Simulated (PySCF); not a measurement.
**TDDFT excited states: C4H12OSi2**

Compound: C4H12OSi2.
Numbering: `[CH3:1][CH2:2][O:3][SiH:4]1[CH2:5][SiH2:6][CH2:7]1` (hydrogens: H8, H9, H10 on C1; H11, H12 on C2; H13 on Si4; H14, H15 on C5; H16, H17 on Si6; H18, H19 on C7)

Cartesian coordinates in Å at the PBE0-D3(BJ)/def2-SVP level; atoms count from 1:
```xyz
19
C4H12OSi2 angstrom
C      3.1284    0.6950   -0.6453
C      2.0220   -0.3224   -0.4953
O      0.9308    0.2669    0.1695
Si    -0.4574   -0.5382    0.6152
C     -1.5848   -0.9849   -0.8465
Si    -2.8132    0.3172   -0.1892
C     -1.7047    0.6903    1.3170
H      3.4563    1.0529    0.3420
H      2.7755    1.5627   -1.2221
H      3.9940    0.2572   -1.1650
H      1.7105   -0.6943   -1.4910
H      2.3889   -1.2013    0.0707
H     -0.1105   -1.7031    1.4934
H     -1.9653   -2.0185   -0.8426
H     -1.1702   -0.7746   -1.8448
H     -2.9913    1.4884   -1.1015
H     -4.1586   -0.2348    0.1615
H     -2.1324    0.4120    2.2926
H     -1.3293    1.7228    1.3833
```

Computed with PySCF, TDDFT wB97X-D/def2-SVPD, vertical, gas phase, core orbitals frozen in the response.

Problem. Predict the UV-vis stick spectrum at this level.

Solution. 

```csv
state,E (eV),E (kJ/mol),λ (nm),f,|μ| (D),"main configurations (H = HOMO, L = LUMO)"
S1,6.72,648,184.6,0.0001,0.08,"H→L+1 (74%), H→L (15%)"
S2,6.85,661,180.9,0.0088,0.58,"H→L (72%), H→L+1 (16%)"
S3,7.21,696,171.9,0.0031,0.34,H-1→L+1 (78%)
S4,7.38,712,168.1,0.0070,0.50,H→L+2 (83%)
S5,7.71,744,160.9,0.120,2.02,H-1→L (66%)
S6,7.79,752,159.2,0.040,1.17,"H-3→L+1 (28%), H-2→L+1 (22%), H-1→L (12%)"
S7,7.87,759,157.5,0.0066,0.47,"H-3→L+1 (36%), H-1→L+2 (19%), H→L+3 (17%)"
S8,7.98,770,155.3,0.013,0.64,H-1→L+2 (54%)
S9,8.12,783,152.7,0.014,0.67,"H-3→L (50%), H-2→L (12%), H→L+4 (12%)"
S10,8.20,791,151.2,0.075,1.55,"H→L+3 (24%), H→L+4 (20%), H-3→L (15%)"
```

Triplets, Tamm–Dancoff:

```tsv
state	E (eV)	λ (nm)	main configurations (H = HOMO, L = LUMO)
T1	6.46	192.0	H→L+1 (76%), H→L (9%)
T2	6.66	186.1	H→L (76%), H→L+1 (9%)
T3	7.00	177.1	H-1→L+1 (72%)
T4	7.15	173.4	H→L+2 (64%), H-1→L (12%)
```

The lowest singlet lies at 6.72 eV (185 nm, vacuum ultraviolet) and is dark (f under 0.0005); its leading configuration is HOMO→LUMO+1 (74%). The strongest level in the table is S5 at 7.71 eV (161 nm, f = 0.120). Löwdin shares by element: HOMO silicon 26%, carbon 23% or more, oxygen 17% (atoms not listed hold the other 34%); LUMO silicon 32%, carbon 22% or more (atoms not listed hold the other 46%). Weighted by f, the mean energy of these states is 7.84 eV. Orbital energies (eV): HOMO-3 -10.56, HOMO-2 -10.40, HOMO-1 -9.94, HOMO -9.33, LUMO 1.93, LUMO+1 2.10, LUMO+2 2.12. The oscillator strengths of these states sum to 0.287; summed over the whole spectrum of an exact calculation they would give the number of electrons, 72 (Thomas–Reiche–Kuhn). All these states lie below the vertical ionisation energy of 9.43 eV (ΔSCF). Only the lowest 10 singlets were computed, as vertical energies without vibronic structure.

One conformer stands for the species.
